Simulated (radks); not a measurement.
The numbers below are computed, except where a source is named.
Spherical quantum dot in the effective-mass picture: electrons in a parabolic well V = omega^2 r^2 / 2 with omega = 0.162, with a point charge +2 (a donor) at the centre, all in effective atomic units (hartree* = m*/eps^2 hartree, bohr* = eps/m* bohr), one dielectric constant everywhere. Level of theory: non-relativistic Kohn-Sham, exchange-only LDA, spin-polarised, spherical densities (a radial shooting solver with Libxc functionals). Levels are named by radial order and angular momentum (1s, 1p, 1d, 2s, ...), and open shells are averaged over m. Results are scaled to m* = 0.032 and eps = 7.7, for which hartree* = 14.69 meV and bohr* = 12.73 nm.

N = 15, configuration 1s2 1p6 1d(up 5, down 0) 2s2. This is the lowest configuration that the search found. Occupied and some empty levels:

level    occupation  eigenvalue (meV)  <r> (nm)
1s down           1            27.391     12.59
1s up             1            27.430     12.60
2s up             1            34.047     72.82
1p up             3            34.500     75.35
2s down           1            34.617     69.41
1p down           3            35.088     71.84
1d up             5            35.458     83.98
1d down           0            36.136     83.11
1f up             0            36.567     90.25
2p up             0            37.133     74.10
1f down           0            37.269     90.56
2p down           0            37.503     74.89
1g up             0            37.820     95.61
1g down           0            38.513     96.56

Energy (meV): total 238.906, kinetic 60.629, external -67.180, Hartree 283.22, exchange-correlation -37.761.

Electron density:

r (nm)  n(r) (e/nm^3)
2.99        0.0006817
10.5       0.00008411
18.0       0.00001404
25.6        4.016e-06
33.1        2.801e-06
40.6        3.036e-06
48.1        3.427e-06
55.6        3.695e-06
63.2        3.746e-06
70.7        3.541e-06
78.2        3.084e-06
85.7        2.439e-06
93.3        1.727e-06
101         1.084e-06
108         5.962e-07
116         2.861e-07
123         1.195e-07
131         4.329e-08
138         1.376e-08
146         3.811e-09
